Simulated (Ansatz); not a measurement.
Species: H6BrN3Si, SMILES `Br[Si](N)(N)N` (charge 0, multiplicity 1), formula H$_{6}$BrN$_{3}$Si.

How many basis functions does frozen-core CCSD(T)/cc-pVTZ // B3LYP-D3(BJ)/def2-TZVP (Ansatz, a first-principles code) use, how many core orbitals are frozen, and how many electrons are correlated?

251 basis functions and 17 frozen orbitals, which leaves 42 correlated electrons (filled d shells below the valence shell are correlated). Core time is of the order of minutes.
